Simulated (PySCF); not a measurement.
## Bond length, frequency and bond energy of ZnH⁺ by level of theory

State: ¹Σ⁺ (singlet), closed shell. Set-up: basis Zn def2-TZVPPD, H def2-TZVPPD; no relativity; PySCF 2.14. De refers to Zn⁺ + H in their ground configurations, without counterpoise correction. A positive dipole points towards H; it is taken about the centre of mass and depends on that origin.

```tsv
Level	Re (Å)	ωe (cm⁻¹)	De (eV)	μ (D)	CPU s a point (SCF and correlation, without the integrals)
RHF	1.546	1971	1.20	-2.52	0.41
RHF-MP2	1.494	2026	2.21	n/a	0.67
RHF-SCS-MP2	1.505	1994	2.30	n/a	n/a
RHF-CCSD	1.523	1898	2.34	n/a	n/a
RHF-CCSD(T)	1.523	1882	2.41	n/a	16
PBE	1.535	1853	2.51	-1.12	0.91
PW91	1.531	1862	2.52	-1.12	0.67
TPSS	1.526	1916	2.58	-1.41	1.3
r²SCAN	1.516	1943	2.45	-1.45	1.2
B3LYP	1.532	1887	2.46	-1.32	1.7
PBE0	1.530	1913	2.32	-1.51	2.7
BHandHLYP	1.529	1947	2.24	-1.75	1.1
M06-2X	1.558	1849	2.26	-1.53	1.6
CAM-B3LYP	1.520	1952	2.45	-1.48	2.6
```

Question: Which functional lies closest to RHF-CCSD(T) in De, which farthest, and by how much do they differ from it?

Answer: Closest is r²SCAN (-0.7 pm in Re, +3.2 % in ωe, +0.04 eV in De against RHF-CCSD(T) in the same basis), farthest TPSS (+0.3 pm in Re, +1.8 % in ωe, +0.17 eV in De). CCSD(T) converges more slowly with the basis than the functionals do and binds too weakly in this one, so the order can change at the basis-set limit.

Question: What does a quarter of exact exchange do here, going from PBE to PBE0?

Answer: PBE0 less PBE: -0.5 pm in Re, +3.2 % in ωe, -0.19 eV in De. Exact exchange removes part of the self-interaction that spreads semilocal densities, and in most molecules shortens and stiffens the bond and lowers De; so it does here.

Question: What does the step from GGA to meta-GGA do here, going from PBE to r²SCAN?

Answer: r²SCAN less PBE: -1.9 pm in Re, +4.9 % in ωe, -0.06 eV in De. 

Correlated steps freeze 5 core orbitals. For an ion De counts to the pair picked by the measured ionisation energies or electron affinities, which need not be the lowest pair at this level. Where the molecule has an RHF reference, its open-shell atoms are computed with UHF.

The whole job (state search and all levels along the bond) took about 6.8 min on 1 thread of Intel Xeon Platinum 8259CL @ 2.50GHz (shared host), peak memory 2.2 GiB.
